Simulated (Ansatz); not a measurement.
CH7BOSi (`OCB[SiH3]`), relaxed with RKS PBE-D4/def2-SVP in Ansatz from a rough embedded geometry. The force threshold is 0.03 eV/Å; the program also tests the step.

Charge 0, multiplicity 1.

Start:

```xyz
11

O     1.772    0.311   -1.233
C     0.797   -0.508   -0.817
B    -0.434    0.407   -0.443
Si   -1.244    0.323    1.337
H     2.580   -0.276   -1.499
H     1.132   -1.108    0.060
H     0.480   -1.230   -1.634
H    -0.983    1.040   -1.283
H    -0.399   -0.587    2.231
H    -2.588   -0.091    1.335
H    -1.112    1.718    1.946
```

Task: By how much does the energy fall, and how many steps does the optimiser take? (Best estimate.)

Result: Ansatz gave: 69.71 kJ/mol, in 10 steps.

Task: Which bonds change most? (Best estimate.)

Result: The calculation gave: Si4–H10 from 1.407 to 1.509 Å; B3–Si4 from 1.957 to 2.023 Å; O1–C2 from 1.340 to 1.405 Å; O1–H5 from 1.034 to 0.974 Å.

Task: Give the relaxed structure. (Estimate.)

Result: The calculation gave: 
```xyz
11

O     1.722    0.096   -1.828
C     0.972   -0.310   -0.711
B    -0.289    0.525   -0.377
Si   -1.306    0.232    1.347
H     2.422   -0.564   -1.981
H     1.591   -0.574    0.183
H     0.379   -1.274   -0.892
H    -0.729    1.303   -1.205
H    -0.759   -0.886    2.201
H    -2.768   -0.048    1.099
H    -1.235    1.501    2.164
```
